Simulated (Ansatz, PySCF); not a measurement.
System: germanium monotelluride triplet, GeTe, charge 0, multiplicity 3. This is an excited triplet: at this geometry the singlet lies 1.66 eV lower at CCSD(T)/CBS(def2-TZVPPD,def2-QZVPPD). 
Structure (B3LYP-D3(BJ)/def2-TZVP (Ansatz, a quantum-chemistry and plane-wave program) minimum search):
SMILES: [Ge]=[Te]
```xyz
2

Ge     0.0000     0.0000    -1.6237
Te     0.0000     0.0000     0.9992
```
Charge 0, spin multiplicity 3.

Total electronic energies in hartree. Correlated levels leave the core frozen unless marked. UHF or UKS for open shells. No spin-orbit coupling. The frozen core is the preceding noble-gas configuration, with the filled d and f shells of earlier blocks. In def2 rows, elements after Kr have scalar-relativistic effective core potentials. STO-3G rows are all-electron and non-relativistic. CBS(X,Y): correlation extrapolated as X^-3; Hartree-Fock from the larger set. The program attaches cautions to a run behind HF/STO-3G: large difference.

```csv
level,program,energy (Eh)
HF/STO-3G,Ansatz,-8598.83983
HF-D3(BJ)/def2-TZVPD,PySCF + dftd3,-2342.34909
RI-HF/def2-QZVPPD,Ansatz,-2342.41168
SVWN5/def2-TZVPD,Ansatz,-2341.46174
PBE/def2-TZVPD,Ansatz,-2344.67434
BP86-D3(BJ)/def2-TZVPD,PySCF + dftd3,-2345.38568
BP86/def2-TZVPD,PySCF,-2345.38149
PBE0/STO-3G,Ansatz,-8601.69803
PBE0-D3(BJ)/def2-TZVPD,Ansatz + dftd3,-2344.74335
r2SCANh-D4/def2-TZVPD,Ansatz + dftd4,-2345.06807
CAM-B3LYP-D4/def2-TZVPD,Ansatz + dftd4,-2345.10828
wB97M-V/def2-TZVPD,Ansatz,-2344.85060
B2GP-PLYP-D3(BJ)/def2-TZVPD,Ansatz + dftd3,-2344.08313
"RI-MP2/CBS(def2-TZVPPD,def2-QZVPPD)",Ansatz,-2342.6127
"CCSD(T)/CBS(def2-TZVPPD,def2-QZVPPD)",Ansatz,-2342.6509
```

Totals of different functionals don't rank their quality; only differences between species are comparable.
